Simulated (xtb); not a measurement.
Input file for xtb: GFN2-xTB on AlH5N2O (SMILES [NH2][Al]([NH2])[OH]), a point of a torsion scan.

```
$ xtb mol.xyz --gfn 2 --opt vtight --chrg 0 --uhf 0 --input xcontrol
9

N      1.04306126    -1.17825932     0.15382842
Al    -0.00557220     0.30983203    -0.43813086
N     -1.90349259     0.14592858    -0.17330946
O      0.73176932     1.99862852    -0.31412206
H      1.96803627    -0.87569834     0.50341570
H      1.18298153    -1.88714441    -0.61300898
H     -2.16877504    -0.75390742    -0.64106612
H     -2.02771257     0.10193273     0.87262587
H      1.12412605     2.08158577     0.60467675
$constrain
  force constant=1.0
  dihedral: 5,1,2,4,0.0
$end
```

Program output:

```
[...]
           -------------------------------------------------
          |                Calculation Setup                |
           -------------------------------------------------



           -------------------------------------------------
          |                 G F N 2 - x T B                 |
           -------------------------------------------------

        Reference                      10.1021/acs.jctc.8b01176
      * Hamiltonian:
        H0-scaling (s, p, d)           1.850000    2.230000    2.230000
        zeta-weighting                 0.500000
      * Dispersion:
        s8                             2.700000
        a1                             0.520000
        a2                             5.000000
        s9                             5.000000
      * Repulsion:
        kExp                           1.500000    1.000000
        rExp                           1.000000
      * Coulomb:
        alpha                          2.000000
        third order                    shell-resolved
        anisotropic                    true
        a3                             3.000000
        a5                             4.000000
        cn-shift                       1.200000
        cn-exp                         4.000000
        max-rad                        5.000000


          ...................................................
          :                      SETUP                      :
          :.................................................:
          :  # basis functions                  27          :
          :  # atomic orbitals                  26          :
          :  # shells                           14          :
          :  # electrons                        24          :
          :  max. iterations                   250          :
          :  Hamiltonian                  GFN2-xTB          :
          :  restarted?                      false          :
          :  GBSA solvation                  false          :
          :  PC potential                    false          :
          :  electronic temp.          300.0000000     K    :
          :  accuracy                    1.0000000          :
          :  -> integral cutoff          0.2500000E+02      :
          :  -> integral neglect         0.1000000E-07      :
          :  -> SCF convergence          0.1000000E-05 Eh   :
          :  -> wf. convergence          0.1000000E-03 e    :
          :  Broyden damping             0.4000000          :
          :  net charge                          0          :
          :  unpaired electrons                  0          :
          ...................................................

 iter      E             dE          RMSdq      gap      omega  full diag
   1    -13.5938998 -0.135939E+02  0.179E+01    2.94       0.0  T
   2    -13.6298422 -0.359424E-01  0.877E+00    3.22       1.0  T
   3    -13.6083579  0.214843E-01  0.460E+00    2.28       1.0  T
   4    -13.6489683 -0.406104E-01  0.137E+00    3.17       1.0  T
   5    -13.6507871 -0.181885E-02  0.466E-01    2.99       1.0  T
   6    -13.6508389 -0.518226E-04  0.250E-01    2.98       1.0  T
   7    -13.6508900 -0.510744E-04  0.888E-02    2.97       1.0  T
   8    -13.6508948 -0.476076E-05  0.330E-02    2.98       1.0  T
   9    -13.6508949 -0.155867E-06  0.666E-03    2.98       5.0  T
  10    -13.6508950 -0.305895E-07  0.181E-03    2.98      18.4  T
  11    -13.6508949  0.118949E-07  0.150E-03    2.98      22.2  T
  12    -13.6508950 -0.128644E-07  0.506E-04    2.98      65.9  T
  13    -13.6508950 -0.426571E-09  0.217E-04    2.98     153.7  T

   *** convergence criteria satisfied after 13 iterations ***

         #    Occupation            Energy/Eh            Energy/eV
      -------------------------------------------------------------
         1        2.0000           -0.6491164             -17.6634
       ...           ...                  ...                  ...
         6        2.0000           -0.4985943             -13.5674
         7        2.0000           -0.4828703             -13.1396
         8        2.0000           -0.4409502             -11.9989
         9        2.0000           -0.4367679             -11.8851
        10        2.0000           -0.4274361             -11.6311
        11        2.0000           -0.3869241             -10.5287
        12        2.0000           -0.3811189             -10.3708 (HOMO)
        13                         -0.2717629              -7.3950 (LUMO)
        14                         -0.1057967              -2.8789
        15                         -0.0901034              -2.4518
        16                         -0.0854172              -2.3243
        17                          0.0135613               0.3690
       ...                                ...                  ...
        26                          0.6906378              18.7932
      -------------------------------------------------------------
                  HL-Ga
[...]
00 sec (  0.235%)
 integral evaluation            ...        0 min,  0.001 sec ( 22.962%)
 iterations                     ...        0 min,  0.002 sec ( 30.806%)
 molecular gradient             ...        0 min,  0.002 sec ( 40.486%)
 printout                       ...        0 min,  0.000 sec (  3.119%)

         :::::::::::::::::::::::::::::::::::::::::::::::::::::
         ::                     SUMMARY                     ::
         :::::::::::::::::::::::::::::::::::::::::::::::::::::
         :: total energy             -13.620946084243 Eh    ::
         :: gradient norm              0.000085325350 Eh/a0 ::
         :: HOMO-LUMO gap              4.090257840364 eV    ::
         ::.................................................::
         :: SCC energy               -13.766015300882 Eh    ::
         :: -> isotropic ES            0.088766871957 Eh    ::
         :: -> anisotropic ES          0.007070848625 Eh    ::
         :: -> anisotropic XC          0.000249235028 Eh    ::
         :: -> dispersion             -0.003393687775 Eh    ::
         :: repulsion energy           0.145069216316 Eh    ::
         :: add. restraining           0.000000000323 Eh    ::
         :: total charge               0.000000000000 e     ::
         :::::::::::::::::::::::::::::::::::::::::::::::::::::

           -------------------------------------------------
          |                Property Printout                |
           -------------------------------------------------

    * Orbital Energies and Occupations

         #    Occupation            Energy/Eh            Energy/eV
      -------------------------------------------------------------
         1        2.0000           -0.6504114             -17.6986
         2        2.0000           -0.5748663             -15.6429
         3        2.0000           -0.5661914             -15.4069
         4        2.0000           -0.5466440             -14.8749
         5        2.0000           -0.4909559             -13.3596
         6        2.0000           -0.4862016             -13.2302
         7        2.0000           -0.4571774             -12.4404
         8        2.0000           -0.4435615             -12.0699
         9        2.0000           -0.4410139             -12.0006
        10        2.0000           -0.4113666             -11.1939
        11        2.0000           -0.3651317              -9.9357
        12        2.0000           -0.3596753              -9.7873 (HOMO)
        13                         -0.2093611              -5.6970 (LUMO)
        14                         -0.0619101              -1.6847
        15                          0.0095027               0.2586
        16                          0.0365095               0.9935
        17                          0.0553320               1.5057
        18                          0.0743695               2.0237
        19                          0.0823156               2.2399
        20                          0.1643250               4.4715
        21                          0.1930989               5.2545
        22                          0.2517485               6.8504
        23                          0.2549749               6.9382
       ...                                ...                  ...
        26                          1.0905849              29.6763
      -------------------------------------------------------------
                  HL-Gap            0.1503142 Eh            4.0903 eV
             Fermi-level           -0.2845182 Eh           -7.7421 eV

     #   Z          covCN         q      C6AA      α(0)
     1   7 N        2.504    -0.396    30.298     8.174
     2  13 Al       2.306     0.315   110.317    22.547
     3   7 N        2.504    -0.396    30.298     8.174
     4   8 O        1.542    -0.467    22.283     6.368
     5   1 H        0.861     0.167     1.294     1.782
     6   1 H        0.861     0.156     1.362     1.828
     7   1 H        0.861     0.156     1.362     1.828
     8   1 H        0.861     0.167     1.294     1.782
     9   1 H        0.807     0.299     0.724     1.336

 Mol. C6AA /au·bohr⁶  :        967.887768
 Mol. C8AA /au·bohr⁸  :      36384.512447
 Mol. α(0) /au        :         53.820397


Wiberg/Mayer (AO) data.
largest (>0.10) Wiberg bond orders for each atom

 ---------------------------------------------------------------------------
     #   Z sym  total        # sym  WBO       # sym  WBO       # sym  WBO
 ---------------------------------------------------------------------------
     1   7 N    3.237 --     2 Al   1.267     6 H    0.940     5 H    0.930
     2  13 Al   4.043 --     4 O    1.344     1 N    1.267     3 N    1.267
     3   7 N    3.237 --     2 Al   1.267     7 H    0.940     8 H    0.930
     4   8 O    2.280 --     2 Al   1.344     9 H    0.870
     5   1 H    0.972 --     1 N    0.930
     6   1 H    0.976 --     1 N    0.940
     7   1 H    0.976 --     3 N    0.940
     8   1 H    0.972 --     3 N    0.930
     9   1 H    0.911 --     4 O    0.870
 ---------------------------------------------------------------------------

Topologies differ in total number of bonds
Writing topology from bond orders to xtbtopo.mol

molecular dipole:
                 x           y           z       tot (Debye)
 q only:       -0.024      -0.061      -0.010
   full:       -0.025      -0.064      -0.010       0.176
molecular quadrupole (traceless):
                xx          xy          yy          xz          yz          zz
 q only:        1.342       0.529       2.502       0.230       1.014      -3.844
  q+dip:        2.923       0.524       4.015       0.363       1.739      -6.938
   full:        1.092       1.036       3.418       0.322       1.275      -4.510

           -------------------------------------------------
          |                Geometry Summary                 |
           -------------------------------------------------

      molecular mass/u    :       76.0340536
   center of mass at/Å    :        0.0773734       0.2153062       0.0313273
  moments of inertia/u·Å² :        0.7945278E+02   0.8442469E+02   0.1638775E+03
rotational constants/cm⁻¹ :        0.2121717E+00   0.1996766E+00   0.1028673E+00

 * 8 selected distances

     #   Z          #   Z                                           value/Å
     1   7 N        2  13 Al                                      1.7800637 (max)
     2  13 Al       3   7 N                                       1.7800414
     2  13 Al       4   8 O                                       1.6427847
     1   7 N        5   1 H                                       1.0089554
     1   7 N        6   1 H                                       1.0072587
     3   7 N        7   1 H                                       1.0072266
     3   7 N        8   1 H                                       1.0089820
     4   8 O        9   1 H                                       0.9441279 (min)

 * 4 distinct bonds (by element types)

   Z      Z             #   av. dist./Å        max./Å        min./Å
   1 H    7 N           4     1.0081057     1.0089820     1.0072266
   1 H    8 O           1     0.9441279     0.9441279     0.9441279
   7 N   13 Al          2     1.7800526     1.7800637     1.7800414
   8 O   13 Al          1     1.6427847     1.6427847     1.6427847


optimized geometry written to: xtbopt.xyz
Note: The following floating-point exceptions are signalling: IEEE_UNDERFLOW_FLAG IEEE_DENORMAL
normal termination of xtb


           -------------------------------------------------
          | TOTAL ENERGY              -13.620946084243 Eh   |
          | GRADIENT NORM               0.000085325350 Eh/α |
          | HOMO-LUMO GAP               4.090257840364 eV   |
           -------------------------------------------------

------------------------------------------------------------------------
------------------------------------------------------------------------
 total:
 SCF:
 ANC optimizer:
```

The run finished.

Warnings raised: the energy holds the restraint's term.

Cost: about 0.4 core-seconds (a rough figure).
